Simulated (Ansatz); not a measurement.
Pulling the pair apart

The pair of OH⁻ (SMILES [OH-], atoms 1–2) and CH3I (SMILES CI, atoms 3–7), both closed shells, in one local arrangement (a lower one may exist), relaxed at PBE0-D4/def2-TZVPD:

O1  (-0.104, -0.413, -3.067)
H2  (-0.006, 0.491, -3.379)
C3  (0.029, 0.004, 1.521)
I4  (-0.034, -0.180, -0.722)
H5  (-0.315, -0.931, 1.968)
H6  (1.052, 0.208, 1.842)
H7  (-0.623, 0.821, 1.837)
(Å)

CH3I is shifted rigidly along the line between the mean atom positions of the two fragments (negative: closer). Counterpoise interaction energies in kcal/mol. Program: Ansatz 0.2.0. Basis: def2-TZVPPD. Cores are frozen in the correlated methods. Filled d shells of the heavier atoms are correlated. Core potentials replace the inner electrons of the atoms past krypton. The def2 sets are not built for correlating such inner shells, so the correlated values are less sure here. B3LYP uses VWN-RPA correlation.

| shift (Å) | B3LYP-D4 | wB97M-V | PBE-D4 |
| --- | --- | --- | --- |
| -0.24 | -20.13 | -20.24 | -23.92 |
| -0.12 | -24.51 | -23.92 | -28.27 |
| 0.00 | -26.21 | -25.06 | -29.90 |
| 0.12 | -26.23 | -24.67 | -29.83 |
| 0.28 | -24.66 | -22.72 | -28.14 |
| 0.59 | -19.86 | -17.57 | -23.16 |
| 1.18 | -11.31 | -9.04 | -14.61 |
| 2.36 | -3.48 | -1.71 | -7.45 |

Question: What does CCSD(T) give at these shifts? (An estimate is asked for; the value comes from the calculation.)

Answer: The calculation gives: -16.59, -20.89, -22.56, -22.60, -21.11, -16.54, -8.58, -1.70 kcal/mol. For zero shift, CCSD(T) at an estimated basis limit (MP2 extrapolated from triple and quadruple zeta, plus CCSD(T) − MP2 in triple zeta) gives -25.60 kcal/mol. These are counterpoise interaction energies, counted from the two frozen fragments.

The T1 diagnostic stays at or below 0.017.

For scale, one of the runs: CCSD(T)/def2-TZVPPD, 204 basis functions, launched by `ansatz run in.yaml --threads 4 --pin off --events-out ev --progress --plain --max-ram 9574MiB`. Time: 27 s of wall clock on 4 CPU threads of an Intel Xeon 6975P-C; the host was shared. Peak host memory: 3.3 GiB.
